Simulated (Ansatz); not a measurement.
Species: AlI₃, SMILES `[I][Al]([I])[I]` (charge 0, multiplicity 1).

Problem. Give a relaxed geometry from PBE0-D3(BJ)/def2-TZVP (Ansatz, a program for electronic structure).

Solution. the end point of this relaxation (outside a Z-matrix the atoms follow the SMILES, hydrogens last).
Cartesian coordinates (Å) in one orientation:
```xyz
4

I     -2.045    -1.350     0.004
Al     0.000     0.000     0.000
I     -0.147     2.446     0.000
I      2.192    -1.095    -0.004
```
